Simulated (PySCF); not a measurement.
Predicted microwave data (PySCF 2.14.0, PBE0-D3(BJ)/def2-SVP geometry optimisation, gas phase) for one isomer of C8H9F2 (doublet):

* Rotational constants: A = 2598, B = 1036, C = 1005 MHz
* Dipole components: |μa| = 1.65 D, |μb| = 0.44 D, |μc| = 1.37 D
* Inertial defect: -179.17 u·Å²
* κ: -0.96

Problem. Which candidate fits, each taken in the one conformer that was computed?
A. `[F:1][CH:2]([F:3])[C@@H:4]1[CH2:5][C:6]2[CH:7]=[CH:8][C@H:9]1[CH2:10]2` (doublet state) with F1–C2–C4–C5 -65°
B. `[F:1][CH:2]([F:3])[C@@H:4]1[CH2:5][C@H:6]2[CH:7][C@@H:8]1[CH:9]=[CH:10]2` (doublet state) with F1–C2–C4–C5 -64°
C. `[F:1][CH:2]([F:3])[C:4]1[CH2:5][C@@H:6]2[CH:7]=[CH:8][C@H:9]1[CH2:10]2` (doublet state) with F1–C2–C4–C5 78°

Solution. C. It is FC(F)[C]1C[C@@H]2C=C[C@H]1C2, a near-prolate asymmetric top, point group C1. The candidates at the same level (rigid rotor, commonest isotopes):

```csv
SMILES,A (MHz),B (MHz),C (MHz),μa (D),μb (D),μc (D),Δ (u·Å²),point group,rotor
FC(F)[C@@H]1C[C]2C=C[C@H]1C2,2591,1061,959.0,1.43,0.22,0.19,-144.20,C1,asymmetric top
FC(F)[C]1C[C@@H]2C=C[C@H]1C2,2598,1036,1005,1.65,0.44,1.37,-179.17,C1,near-prolate asymmetric top
FC(F)[C@@H]1C[C@H]2[CH][C@@H]1C=C2,2601,1057,949.8,1.71,0.57,0.26,-140.33,C1,asymmetric top
```

`FC(F)[C@@H]1C[C@H]2[CH][C@@H]1C=C2` has C 5 % too low; `FC(F)[C@@H]1C[C]2C=C[C@H]1C2` has C 5 % too low. No structure here is proved a minimum.
